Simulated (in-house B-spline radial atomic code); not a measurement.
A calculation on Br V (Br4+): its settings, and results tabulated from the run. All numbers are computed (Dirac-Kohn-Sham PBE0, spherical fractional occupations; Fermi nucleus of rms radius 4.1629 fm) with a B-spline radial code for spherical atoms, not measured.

Command:
```bash
python run_scf.py task.json out
```
Settings (nuclear radius in fm, mass in u):
```
Z                35
configuration    [Ar] 3d10 4s2 4p1
hamiltonian      dirac
method           pbe0
spin_polarised   False
nucleus          fermi
rms_radius       4.1629
atomic_mass      78.91834
speed_of_light   137.035999084
```

Output (hartree, bohr):
```
 radial grid: 68 intervals, B-splines of order 8, outer radius 22.1277 bohr

 iter        energy (Eh)    residual
    1       -2599.286055    4.34e-01
    2       -2600.492321    3.32e-01
    3       -2602.283498    3.37e-02
    4       -2602.305328    5.96e-03
    5       -2602.305727    1.74e-03
    6       -2602.305777    9.88e-04
    7       -2602.305792    5.53e-05
    8       -2602.305792    2.38e-06
    9       -2602.305792    1.88e-08

 total energy                     -2602.30579
 kinetic                            2668.5182
 electron-nucleus                  -6224.1875
 Hartree                            1043.9906
 exact exchange                      -22.2534
 exchange-correlation                -68.3737

 first-order corrections (not in the total)
   Gaunt                             1.4299
   retardation                      -0.1363
   frequency dependence             -0.0061
   self-energy                       0.9593
   Uehling                          -0.0970
   Wichmann-Kroll                    0.0010
   recoil                            0.0132

 orbital      occ     eigenvalue          <r>       <r^2>       <1/r>       <r^4>     <1/r^3>       r_max    small
 1s1/2      2.000      -493.6190    0.0427416  0.00246024     35.6619 1.56078e-05           -     0.02791  1.61e-02
 2s1/2      2.000       -66.5505     0.189094   0.0422258      7.9638  0.00309089           -      0.1592  3.19e-03
 2p1/2      2.000       -60.0715     0.162735   0.0325114      7.9217  0.00213478           -      0.1253  3.18e-03
 2p3/2      4.000       -58.3210     0.166612   0.0339503     7.66269  0.00230821     1297.73      0.1285  3.10e-03
 3s1/2      2.000       -11.1116     0.549788     0.34756     2.61013    0.191212           -      0.4837  7.69e-04
 3p1/2      2.000        -8.8390     0.555641    0.361471     2.49056    0.220276           -      0.4754  7.16e-04
 3p3/2      4.000        -8.5835     0.565833    0.374659     2.42953    0.236447     188.777       0.484  6.96e-04
 3d3/2      4.000        -4.6465      0.58178    0.417043     2.17379    0.366956      24.002      0.4296  5.78e-04
 3d5/2      6.000        -4.6056      0.58567    0.422521     2.15777    0.376413     23.9808      0.4323  5.73e-04
 4s1/2      2.000        -2.5335      1.51029     2.57073    0.880481     9.82283           -       1.351  1.42e-04
 4p1/2      0.333        -1.9046      1.69373     3.25141    0.774994     16.0804           -       1.495  1.14e-04
 4p3/2      0.667        -1.8755      1.71699     3.33985    0.762598     16.9333     21.5808       1.517  1.12e-04

 Slater integrals (Eh)
   F0(4s1/2,4s1/2)               0.595401
   F0(4s1/2,4p1/2)               0.560102
   G1(4s1/2,4p1/2)               0.381338
   F0(4s1/2,4p3/2)               0.555634
   G1(4s1/2,4p3/2)               0.375501
   F0(4p1/2,4p1/2)               0.531257
   F0(4p1/2,4p3/2)               0.527591
   G2(4p1/2,4p3/2)               0.281917
   F0(4p3/2,4p3/2)               0.524027
   F2(4p3/2,4p3/2)               0.280296
```

Run time, properties included: 1.4 s on 1 thread of Intel(R) Xeon(R) 6975P-C, on a shared host.

For the Dirac Hamiltonian the kinetic term is c α·p + (β - 1)c².

Caution: exact exchange at fractional occupations of open shells leaves self-interaction of up to several eV.
